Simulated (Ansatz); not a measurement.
Relaxation of C2H4OZn (8 atoms, charge 0, multiplicity 1), to a largest force component of 0.015 eV/Å in at most 40 steps.

Method: RHF/def2-SVP (Ansatz).

```xyz
8
Properties=species:S:1:pos:R:3
C -0.068 0.889 0.064
C -0.510 -0.537 0.041
O 0.472 -1.290 -0.564
Zn 0.878 -2.150 -0.819
H 0.039 1.282 -1.006
H -0.929 1.544 0.518
H 0.846 1.079 0.637
H -0.636 -0.873 1.074
```

Q: Where does it end, and by what steps?

A: It converged. The force dipped under the threshold on the way, but the program's further checks kept it going. After 28 steps the energy has fallen by 46.407 eV; Zn4 moved furthest, 3.08 Å. The start is strongly strained (largest force component 170 eV/Å), so its close contacts needn't be bonds. Parted: C2–Zn4, O3–Zn4.

```
step  energy less start (eV)  largest force component (eV/Å)  accepted
   0                  0.0000                         170.353       yes
   1                -34.5609                          36.499       yes
   2                -40.9967                          18.389       yes
   3                -42.4837                          16.301       yes
   4                -44.2145                           5.246       yes
   5                -45.2424                           4.111       yes
   6                -45.8423                           1.527       yes
   7                -46.1022                           0.694       yes
   8                -46.2258                           0.554       yes
   9                -46.2801                           0.305       yes
  10                -46.3338                           0.253       yes
  11                -46.3563                           0.169       yes
  12                -46.3512                           1.567        no
  13                -46.3681                           0.114       yes
  14                -46.3783                           0.074       yes
  15                -46.3822                           0.060       yes
  16                -46.3917                           0.229       yes
  17                -46.3728                           1.047        no
  18                -46.3962                           0.033       yes
  19                -46.3988                           0.045       yes
  20                -46.4016                           0.035       yes
  21                -46.4040                           0.014       yes
  22                -46.4054                           0.009       yes
  23                -46.4061                           0.021       yes
  24                -46.3973                           0.577        no
  25                -46.4053                           0.163        no
  26                -46.4064                           0.021       yes
  27                -46.4065                           0.007       yes
  28                -46.4065                           0.002       yes
```

```xyz
8
Properties=species:S:1:pos:R:3
C -0.198 1.373 0.211
C 0.008 -0.091 -0.048
O 0.365 -0.547 -1.079
Zn 0.875 -5.233 -0.823
H 0.019 1.951 -0.685
H -1.229 1.548 0.527
H 0.450 1.696 1.029
H -0.198 -0.754 0.813
```

Run time: 58 s on 1 thread of Arm Neoverse V1 (shared host), peak memory 0.18 GiB.
